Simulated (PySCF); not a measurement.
Cl4Ti, multiplicity 1. Atoms are numbered in the order given.

```xyz
5

Cl    -1.2518     1.2518     1.2518
Ti     0.0000     0.0000     0.0000
Cl     1.2518     1.2518    -1.2518
Cl     1.2518    -1.2518     1.2518
Cl    -1.2518    -1.2518    -1.2518
```

Coordinates come from a B3LYP-D3(BJ)/def2-SVP optimisation. The multiplicity is an assumed one; other spin states were not compared.

Computed with TDDFT-CAM-B3LYP/def2-SVPD run with PySCF.

Vertical excitations; the highest root listed may be one member of a degenerate set. The molecule is in vacuum. State labels are in the subgroup D2.

### Question
List the lowest excited states. (An estimate is asked for; the answer gives what the named calculation found.)

### Answer

| state | symmetry | energy (eV) | λ (nm) | f | main pairs |
|---|---|---|---|---|---|
| S1 | B1 | 4.23 | 293 | 0.000 | HOMO−2→LUMO+1 (degenerate set) |
| S2 | B2 | 4.23 | 293 | 0.000 | HOMO−1→LUMO, HOMO−1→LUMO+1 (degenerate set) |
| S3 | B3 | 4.23 | 293 | 0.000 | HOMO→LUMO, HOMO→LUMO+1 (degenerate set) |
| S4 | B1 | 4.47 | 278 | 0.020 | HOMO−2→LUMO (degenerate set) |
| S5 | B3 | 4.47 | 278 | 0.020 | HOMO→LUMO+1, HOMO→LUMO (degenerate set) |
| S6 | B2 | 4.47 | 278 | 0.020 | HOMO−1→LUMO+1, HOMO−1→LUMO (degenerate set) |
| S7 | A | 4.89 | 253 | 0.000 | HOMO→LUMO+4 27 %, HOMO−2→LUMO+2 27 %, HOMO−1→LUMO+3 27 %, HOMO−6→LUMO 9 % |
| S8 | B1 | 4.90 | 253 | 0.000 | HOMO−1→LUMO+4, HOMO→LUMO+3, HOMO−5→LUMO (degenerate set) |
| S9 | B2 | 4.90 | 253 | 0.000 | HOMO−2→LUMO+4, HOMO→LUMO+2, HOMO−4→LUMO+1, HOMO−4→LUMO (degenerate set) |
| S10 | B3 | 4.90 | 253 | 0.000 | HOMO−2→LUMO+3, HOMO−1→LUMO+2, HOMO−3→LUMO+1, HOMO−3→LUMO (degenerate set) |
| T1 | B2 | 4.03 | 307 | 0 | HOMO−1→LUMO+1, HOMO−1→LUMO (degenerate set) |
| T2 | B1 | 4.03 | 307 | 0 | HOMO−2→LUMO (degenerate set) |
| T3 | B3 | 4.03 | 307 | 0 | HOMO→LUMO+1, HOMO→LUMO (degenerate set) |
| T4 | B2 | 4.14 | 300 | 0 | HOMO−1→LUMO 72 %, HOMO−1→LUMO+1 24 % |
Triplets are in the Tamm–Dancoff approximation, which puts them higher than full response would, so one can lie above its singlet here.
